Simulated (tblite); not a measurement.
A tight-binding relaxation on `CCc1cc(=O)o[c]c1F` [radical].

Computed with GFN2-xTB geometry optimisation, gas phase (tblite 0.8.0). Start geometry: from a force field or distance geometry. The command runs a driver script over a list of jobs; the input below is this job's line of settings and its coordinates in Å.

Command:
```bash
OMP_NUM_THREADS=1 python probes_run.py task.json out
```

Input:
```
{"job": {"kind": "relax", "xc": "GFN2-xTB", "basis": "xTB"}, "charge": 0, "multiplicity": 2}
C     -2.167100     0.246900     0.526000
C     -1.239200    -0.517700    -0.397700
C      0.221100    -0.214200    -0.119000
C      0.992700     0.516800    -0.976500
C      2.463500     0.782000    -0.701700
O      3.116200     1.449300    -1.502500
O      2.996700     0.242700     0.442300
C      2.081200    -0.418600     1.131800
C      0.829400    -0.738600     1.088300
F      0.259900    -1.729600     1.798500
H     -3.219300     0.016300     0.275900
H     -2.038600     1.327300     0.419800
H     -2.022700    -0.010000     1.588500
H     -1.405600    -1.599800    -0.277000
H     -1.489100    -0.273000    -1.426600
H      0.613300     0.929300    -1.881600
```

Output:
```
step      E/eV     max force
  0    -837.73803    4.605
  1    -838.08476    3.290
  2    -838.28379    1.353
  3    -838.36582    0.838
  4    -838.40017    0.623
  5    -838.41691    0.428
  6    -838.43626    0.390
  7    -838.44447    0.218
  8    -838.44871    0.168
  9    -838.45157    0.128
... (60 lines left out)
 70    -838.47370    0.015
 71    -838.47374    0.023
 72    -838.47381    0.025
 73    -838.47388    0.019
 74    -838.47394    0.020
 75    -838.47400    0.019
 76    -838.47407    0.026
 77    -838.47413    0.024
 78    -838.47416    0.012
 79    -838.47417    0.008
```

«max force» is the largest atomic force in eV/Å.

Q: From which step on does the largest force stay under 0.1 eV/Å, and how much energy is left to gain from there?

A: From step 20 (0.092 eV/Å), 5.2 meV above the end.

Main results: energy lowered by 17.0 kcal/mol over 79 steps; largest atomic force 0.008 eV/Å at the end.

Q: Where do the atoms end?

A: 0.134 Å rms from the input after alignment:
```
atom  x, y, z in Å
C1    -2.0945    0.2960    0.4979
C2    -1.2232   -0.5893   -0.3963
C3     0.2265   -0.2899   -0.1621
C4     0.9548    0.5319   -0.9670
C5     2.3265    0.8597   -0.7303
O6     3.0637    1.5629   -1.3593
O7     2.8468    0.2325    0.4417
C8     2.1543   -0.5360    1.1857
C9     0.8624   -0.8594    0.9839
F10    0.1744   -1.6763    1.7945
H11   -3.1441    0.0929    0.3030
H12   -1.8990    1.3477    0.3009
H13   -1.8939    0.0950    1.5472
H14   -1.4196   -1.6374   -0.1631
H15   -1.4621   -0.4071   -1.4447
H16    0.5192    0.9857   -1.8434
```

Hardware: one thread of an Arm Neoverse V2, no GPU, shared host with 96 logical CPUs at a one-minute load of 31. Cost: 0.4 s.
Labels such as C1 count atoms from 1, the log's own numbers from 0.
